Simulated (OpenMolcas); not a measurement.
Cu4+ (d7) among equal point charges was computed by CASSCF with the d shell active (OpenMolcas, ANO-RCC-VTZP on the metal). Its lowest spin-free states, and all those of the highest spin:

| 2S+1 | Degeneracy | E (cm-1) |
| --- | --- | --- |
| 4 | 1 | 0.0 |
| 4 | 2 | 742.5 |
| 4 | 1 | 5282 |
| 4 | 1 | 9355 |
| 4 | 2 | 10939 |
| 2 | 1 | 23853 |
| 2 | 2 | 24042 |
| 2 | 1 | 25305 |
| 2 | 1 | 25953 |
| 2 | 2 | 26118 |
| 4 | 2 | 27591 |
| 2 | 1 | 28445 |
| 4 | 1 | 46519 |

Question: Is the site octahedral, tetrahedral or cube-like, axial, or of lower symmetry?

Answer: The states with 2S+1 = 4 have orbital degeneracies 1, 2, 1, 1, 2, 2, 1. There are pairs but no triples, so the site is axial: not cubic, but with a proper or improper axis of order three or more. The run had Cu4+ among 4 point charges of -3 e arranged as a square (D4h), 1.72 Å from the ion.

Spin-orbit coupling mixes the spin-free states strongly: the lowest level takes only 66 % from its leading state, 4A2. Without dynamic correlation the repulsion within the d shell is too large (B by tens of per cent), so at a given field states of lower spin stand too high. Point charges give a weaker field than real ligands, and real ions of this kind are often low spin; the high spin found here belongs to the model. This is an electrostatic model: the charges have no orbitals. No measured value stands beside these numbers.
